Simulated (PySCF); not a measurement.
(F2Al-mu-F)2.
Bonds: Al1–F2, Al1–F3, Al1–F4, Al1–F8, F4–Al5, Al5–F6, Al5–F7, Al5–F8.

The computed photoelectron lines, unassigned: F 1s: 693.04 (area 4), 695.46 (area 2) eV; Al 1s: 1570.87 eV.

Level of theory: delta-SCF UKS SCAN, pcX-2 on the ionised atom, pcseg-1 elsewhere, spin-free X2C in PySCF. Isolated species at its PBE0-D3(BJ)/def2-SVP geometry (one conformer only).

Q: Which fluorine gives which F 1s line?

A: 693.04 eV: F2/F3/F6/F7 (fluorine bonded to Al); 695.46 eV: F4/F8 (fluorine bonded to 2 Al). The listed F 1s values span 2.42 eV, from F2/F3/F6/F7 (bonded to Al) to F4/F8 (bonded to 2 Al).

Bonded neighbours of each site: Al1/Al5: 4 F; F2/F3/F6/F7: Al; F4/F8: 2 Al.

Q: Which photon energy gives electrons from F 1s of F4/F8 a kinetic energy of 100 eV, and what is their de Broglie wavelength?

A: hν = 695.46 + 100 = 795.46 eV, recoil neglected; λ = 12.264 Å/√(E/eV) = 1.23 Å.

The first atom of each set that the bonding makes equivalent was ionised and stands for the set.
